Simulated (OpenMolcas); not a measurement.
Computed transition rates of Pt

```
Program             : OpenMolcas 26.06
Method              : MS-CASPT2, IPEA 0.25 Eh, imaginary shift 0.1 Eh (closed shells correlated: 5s 5p)
Basis               : ANO-RCC-VTZP [8s7p5d3f1g]
Scalar Hamiltonian  : DKH2, point nucleus
Active space        : 10 electrons in 11 orbitals (5d 6s 6d)
State averaging     : 2S+1 = 3 even, 15 roots; 2S+1 = 1 even, 11 roots kept (CI in the orbitals of an earlier block)
Spin-orbit coupling : RASSI with atomic mean-field integrals over the reference wave functions, term energies averaged over their components
```

Rates come from the transition moments of the reference wave functions (E1 and E2 in the length form). At fixed line strength A goes as λ^-3 for E1 and M1 and as λ^-5 for E2, so a rate at the computed wavelength can be rescaled to the measured one. Measured vacuum wavelengths follow from level energies in NIST Handbook of Basic Atomic Spectroscopic Data. Branching counts decays inside the model space alone, at computed energies, and the table is only a selection of the E2 and M1 lines, drawn from those between levels with measured partners whose computed energy lies within a factor of 1.5 of the measured one.

```
             Upper        Lower  Type  λ computed (nm)  λ measured (nm)  A computed (s-1)  A rescaled (s-1)  Branching %
5d8 6s2 3F2 [59 %]  5d8 6s2 3F3    M1             1834             1857          3.47e+00          3.34e+00         22.8
       5d8 6s2 3F3  5d8 6s2 3F4    M1             1158             1076          1.68e+01          2.09e+01         95.5
5d8 6s2 3F2 [59 %]  5d8 6s2 3F4    E2            709.7            681.3          9.04e-02          1.11e-01          0.6
5d8 6s2 3F2 [59 %]   5d9 6s 3D3    M1              664            645.1          1.26e+00                            8.3
5d8 6s2 3F2 [59 %]   5d9 6s 3D3    E2              664            645.1          1.76e-01          2.03e-01          1.2
```

Spin-changing lines and M1 lines between different terms are not rescaled, since their strength hangs on the term gaps too.

The largest correction is for 5d8 6s2 3F3 → 5d8 6s2 3F4 (M1): 1.68e+01 × (1158 / 1076)^3 = 2.09e+01 s-1, a factor of 1.25.

The computed rate and branching of 5d8 6s2 3F3 → 5d8 6s2 3F4 give the upper level a radiative lifetime of 0.955 / 1.68e+01 s-1 = 5.68e-02 s, counting decays inside the model space alone. The rescaled rate gives about 4.6e-02 s.

No measured rate stands beside these. Rescaling mends the energy factor alone: line strengths can still be far off where a level mixes with configurations outside the active space, and weak or spin-changing lines hang on small mixing coefficients that depend on the term gaps too, so rescaling need not improve them.

Term energies are means over components that CASPT2 splits; among the terms shown or strongly mixed into the levels shown the widest spread is 980 cm-1 (5d8 6s2 3F). Active for correlation alone: 6d; no level in the range computed is led by a configuration that fills it, so any true level of that kind is missing. Measured partners are found by configuration, term and J. A level has none where our copy of the source lacks it or the pairing is in doubt (some pairs that miss far off the trend of their configuration count as doubtful). Only configurations of the active space appear.

A share in square brackets marks a mixed level and gives the weight of the term that names it.
